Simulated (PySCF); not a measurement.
# Dipole response of Lu⁴⁴⁺ (lutetium, charge +44)

[Ar] 3d9, 2D determinant. All numbers are calculated (PySCF 2.14, the spin-free X2C one-electron Hamiltonian (Gaussian nucleus), in an even-tempered Gaussian basis (18 s from 8.8 bohr⁻², ratio 2.5; 13 p from 11 bohr⁻², ratio 2.5; 8 d from 11 bohr⁻², ratio 2.5; 4 f from 50 bohr⁻², ratio 2.7; 3 g from 75 bohr⁻², ratio 2.7)). Coupled (time-dependent) response in atomic units; α is the mean over directions.

```json
{"method": "UHF", "mean α (bohr³)": "0.002112", "α xx, yy, zz": "0.002315, 0.002315, 0.001706", "C₆ (like pair)": "0.0002593", "S(−4)": "1.634e-06"}
```

S(−4) is the Cauchy moment in α(ω) = α(0) + S(−4) ω² + …

Spin-orbit coupling is absent.

α(iu) at UHF:

| u (hartree) | α(iu) (bohr³) |
| --- | --- |
| 0 | 0.002112 |
| 8.00 | 0.002024 |
| 16.0 | 0.001867 |
| 32.0 | 0.001616 |
| 48.0 | 0.001417 |
| 64.0 | 0.001237 |
| 80.0 | 0.001074 |
| 120 | 0.0007520 |
| 160 | 0.0005377 |
| 240 | 0.0003027 |
| 400 | 0.0001308 |

For an ion, C₆ is the dispersion term alone; charge-induced terms of lower order in 1/R come first.

The components differ because the open shell of this determinant is not spherical; for a pure term their mean is the scalar polarisability.

Spin-orbit coupling, absent here, splits the open shell strongly.
